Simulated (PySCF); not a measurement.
# SrBr₃⁻: from structure and modes to constants

These are results of PBE0 in PySCF with Sr def2-SVPD with ECP28, Br def2-SVPD; scalar-relativistic core potentials, no spin–orbit coupling; density-fitted integrals, not measurements.

The singlet minimum has D3h symmetry. Masses (u): Sr 87.90561, Br 78.91834.

```xyz
4
charge -1 multiplicity 1, angstrom
Sr    0.0000    0.0000    0.0000
Br    2.8818    0.0000    0.0000
Br   -1.4409    2.4957    0.0000
Br   -1.4409   -2.4957    0.0000
```

Harmonic wavenumbers (cm⁻¹): 40.8 (e', ×2), 50.2 (a2'', ×1), 137.4 (a1', ×1), 197.7 (e', ×2).

Task: Find the principal moments of inertia and the rotational constants. What kind of rotor is it?

Result: About the centre of mass I = 983.1, 983.1, 1966.2 u Å². With B = 16.8576/I this gives 0.01715, 0.01715, 0.008574 cm⁻¹. The molecule is an oblate symmetric top.

Task: What is the harmonic zero-point energy?

Result: Half the sum of all 6 wavenumbers, 665/2 = 332 cm⁻¹, which is 4.0 kJ/mol (1 cm⁻¹ = 0.0119627 kJ/mol).

Task: Find the vibrational entropy and heat capacity at 298.15 K.

Result: With u = 1.43878 ω/T, each mode gives S = R[u/(eᵘ−1) − ln(1−e⁻ᵘ)] and C = R u² eᵘ/(eᵘ−1)².
```json
{"ω (cm⁻¹)": "40.8 (×2)", "u": "0.197", "S (J/(mol K))": "21.84", "C (J/(mol K))": "8.29"}
{"ω (cm⁻¹)": "50.2", "u": "0.242", "S (J/(mol K))": "20.12", "C (J/(mol K))": "8.27"}
{"ω (cm⁻¹)": "137.4", "u": "0.663", "S (J/(mol K))": "11.88", "C (J/(mol K))": "8.02"}
{"ω (cm⁻¹)": "197.7 (×2)", "u": "0.954", "S (J/(mol K))": "9.01", "C (J/(mol K))": "7.71"}
```
The sums over all modes are S = 93.7 and C = 48.3 J/(mol K); the softest mode gives 23 % of the entropy (each member, where degenerate).

Task: Give the standard entropy (298.15 K, 1 bar) by its translational, rotational, vibrational and spin parts, and Cp.

Result: Sackur–Tetrode with M = 324.66 u gives 181.0; rotation with symmetry number 6 gives 122.4; vibration 93.7; spin R ln 1 = 0.0. The total is 397.1 J/(mol K), and Cp = 4 R + 48.3 = 81.5 J/(mol K).

Other isomers or separated fragments may lie lower. The lowest empty level of this anion is unbound, so it and the gap depend on the basis.
